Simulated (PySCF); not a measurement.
C2HF2, SMILES [CH]=C(F)F, multiplicity 2. Geometry optimised at PBE-D3(BJ)/def2-TZVP. The isomer is the one that the SMILES or the coordinates give; other isomers of the formula were not compared.

Level of theory: PBE-D3(BJ)/def2-TZVP (PySCF).

Harmonic wavenumbers (cm⁻¹): 399, 476, 527, 598, 689, 929, 1161, 1710, 3283. Rotational constants (GHz): 11.35, 10.75, 5.523; symmetry number 1.

Task: Work out the zero-point energy and the ideal-gas rigid-rotor harmonic-oscillator thermochemistry at 298.15 K and 1 atm.

Result: ZPE = ½ Σ hcν = ½ × 9771 cm⁻¹ = 13.97 kcal/mol. H − E(el) = 17.03 kcal/mol. Entropy in cal/(mol K): translation 38.34, rotation 23.68, vibration 3.23, spin 1.38, total 66.64. G − E(el) = -2.84 kcal/mol. Cp = 14.53 cal/(mol K).
